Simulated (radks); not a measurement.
Yb V, 66 electrons, occupied as [Xe] 4f12. All-electron calculation, Dirac Kohn-Sham, PBE, spin-unpolarised, spherical densities, finite nucleus; open shells fill j = l - 1/2 first; Fermi nuclear charge, rms radius 5.3108 fm. Program: a radial shooting solver on a logarithmic mesh with Libxc functionals. Some entries of the table are withheld. Estimate them.

orbital  occ.  eigenvalue (Ry)  <r^2> (bohr^2)  r(max) (bohr)
1s1/2       2        -4498.476       0.0005301        0.01237
2s1/2       2              (1)        0.008154        0.07077
2p1/2       2        -730.0795             (2)        0.05297
2p3/2       4        -653.1351             (3)        0.05939
3s1/2       2        -175.7427         0.05361         0.1997
3p1/2       2        -160.2468         0.04946            (4)
3p3/2       4        -143.9185         0.05621            (5)
3d3/2       4        -117.5126         0.04403         0.1581
3d5/2       6        -113.9462         0.04589         0.1618
4s1/2       2        -37.91001          0.2680         0.4553
4p1/2       2        -31.63079             (6)         0.4566
4p3/2       4        -27.91323             (7)         0.4848
4d3/2       4        -17.57123          0.3513         0.4851
4d5/2       6        -16.89026          0.3655         0.4941
5s1/2       2         -7.59398             (8)          1.052
5p1/2       2         -5.78573             (9)          1.134
5p3/2       4         -5.25217            (10)          1.213
4f5/2       6         -4.25011          0.6091         0.4742
4f7/2       6         -4.14168          0.6289         0.4792

Answer. 
(1) 2s1/2 eigenvalue (Ry): -765.1504
(2) 2p1/2 <r^2> (bohr^2): 0.005861
(3) 2p3/2 <r^2> (bohr^2): 0.007073
(4) 3p1/2 r(max) (bohr): 0.1875
(5) 3p3/2 r(max) (bohr): 0.2008
(6) 4p1/2 <r^2> (bohr^2): 0.2786
(7) 4p3/2 <r^2> (bohr^2): 0.3154
(8) 5s1/2 <r^2> (bohr^2): 1.518
(9) 5p1/2 <r^2> (bohr^2): 1.850
(10) 5p3/2 <r^2> (bohr^2): 2.116
